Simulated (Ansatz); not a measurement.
Stepwise reaction of `F[SiH2][SeH]` with hydrogen fluoride, as a gas-phase model of exchange steps in deposition or etching. ΔE in kJ/mol; ΔG adds harmonic PBE0-D4 terms to CCSD(T)/CBS, at 1 bar.

Isolated molecules relaxed with PBE0-D4/def2-TZVP in Ansatz; ΔE leaves out vibrations. CCSD(T)/CBS adds triple-zeta CCSD(T) − MP2 to the extrapolated MP2 energy (def2 sets, frozen cores). This one scheme is used for every species. Functionals use def2-TZVPP. B3LYP here is the variant with VWN-RPA as its local correlation; programs differ in this. For Se outer-core shells are correlated without core-valence functions, which leaves a few kJ/mol of doubt a bond. Scalar relativity is left out up to krypton. One conformer a species, not always the lowest.

```
step                                      reaction  PBE-D4  B3LYP-D4  ωB97M-V  CCSD(T)/CBS  ΔG(600 K)
   1  `F[SiH2][SeH]` + H–F → `F[SiH](F)[SeH]` + H₂  -120.7    -128.8   -129.5       -125.6     -124.5
```

**Question.** Give the row of step 2, `F[SiH](F)[SeH]` + H–F → `F[Si](F)(F)[SeH]` + H₂. (Best estimate.)

**Answer.** Ansatz gave: 
| step | reaction | PBE-D4 | B3LYP-D4 | ωB97M-V | CCSD(T)/CBS | ΔG(600 K) |
| --- | --- | --- | --- | --- | --- | --- |
| 2 | `F[SiH](F)[SeH]` + H–F → `F[Si](F)(F)[SeH]` + H₂ | -123.4 | -131.4 | -132.9 | -129.3 | -125.1 |

**Question.** By hand: ΔE of the 2 steps together at CCSD(T)/CBS.

**Answer.** (-125.6) + (-129.3) = -254.9 kJ/mol, or -127.5 kJ/mol a step.

In ΔE the steps differ by no more than 3.7 kJ/mol. All are downhill at CCSD(T)/CBS. ΔG lies between -125.1 and -124.5 kJ/mol a step. PBE-D4 differs from CCSD(T)/CBS by 4.9 to 5.9 kJ/mol a step. Isolated molecules leave out the surface, adducts and barriers. Largest T1 diagnostic: 0.011.
